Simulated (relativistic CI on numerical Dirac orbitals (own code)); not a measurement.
## One change at a time: Eu XLVI

Base calculation: Dirac-Coulomb-Breit CI, orbitals from a KLI potential per configuration, model QED (radiative potential, 1s self-energy scaled to tabulated hydrogen-like ionisation energies), unscaled Slater integrals.

Configuration list (outside the closed core [Ne]): 3s²3p⁶, 3s²3p⁵3d, 3s3p⁶3d, 3s²3p⁵4s, 3s²3p⁵4p, 3s²3p⁵4d, 3p⁶3d4p, 3s3p⁶4s, 3s²3p⁵4f, 3s3p⁶4p, 3s3p⁶4d, 3s3p⁶4f, 3s²3p⁵5s, 3s²3p⁵5p, 3s²3p⁵5d, 3s²3p⁵5f, 3s²3p⁵5g, 3s3p⁶5s, 3s3p⁶5p, 3s3p⁶5d, 3s3p⁶5f, 3p⁶3d², 3p⁵3d³, 3p⁵3d²4s, 3p⁵3d²4p, 3p⁵3d²4d, 3p⁶3d4s, 3p⁵3d4s², 3p⁵3d4s4p, 3p⁵3d4s4d, 3p⁶4s², 3p⁵4s²4p, 3p⁵4s²4d. Double excitations out of closed p, d and f shells are left out; levels of such configurations are missing from the list, as are those of other unlisted configurations, and high levels can miss mixing partners. These lack a partner that the ground configuration has and come out too high: 3s²3p⁵4f, 3s²3p⁵5s, 3s²3p⁵5p, 3s²3p⁵5d, 3s²3p⁵5f.

Variants: (1) only the first 3 configurations; (2) one mean potential for all configurations. Shifts of the energy above 3s²3p⁶ ¹S0, in eV, for the lowest level and the first level of each name with at least 55 % of one term (blank where a level changes its place among those of its configuration and J or its character, or is not in the variant):

```
        Level     Base   Δ(1)   Δ(2)
   3s²3p⁶ ¹S0     0.00   0.00   0.00
3s²3p⁵3d ³P°0   192.03  -0.12  -0.09
3s²3p⁵3d ³P°1   200.18  -0.13  -0.09
3s²3p⁵3d ³F°3   205.09  -0.02  -0.09
3s²3p⁵3d ³F°4   235.42  +0.05  -0.09
3s²3p⁵3d ³D°3   249.52  -0.12  -0.09
3s²3p⁵3d ³F°2   361.65   0.00  -0.09
  3s3p⁶3d ³D1   533.70  +0.01  +0.06
  3s3p⁶3d ³D2   538.67  +0.02  +0.06
  3s3p⁶3d ³D3   570.07   0.00  +0.05
  3s3p⁶3d ¹D2   582.28  +0.08  +0.05
   3p⁶3d² ³F2  1081.41         +0.15
   3p⁶3d² ³P0  1100.57         +0.21
   3p⁶3d² ³F3  1114.72         +0.10
   3p⁶3d² ¹G4  1125.95         +0.13
   3p⁶3d² ³P1  1127.85         +0.15
   3p⁶3d² ³F4  1155.83         +0.09
   3p⁶3d² ¹S0  1184.29         +0.20
  3p⁵3d³ ⁵D°0  1280.28         +0.53
  3p⁵3d³ ³P°1  1350.82         +0.44
  3p⁵3d³ ³I°7  1351.04         +0.43
```

At this charge energies of transitions that change n are usually good to better than 1 %, and those within a shell (Δn = 0) to a few per cent.

Ionisation energy from the two ground configurations alone: base 3822.52 eV. The NIST ASD value (theoretical) is 3823 eV.

LS names give the leading component of a level, which can be under half, so a name can repeat, a term be missing and a line seem to break the LS rules.
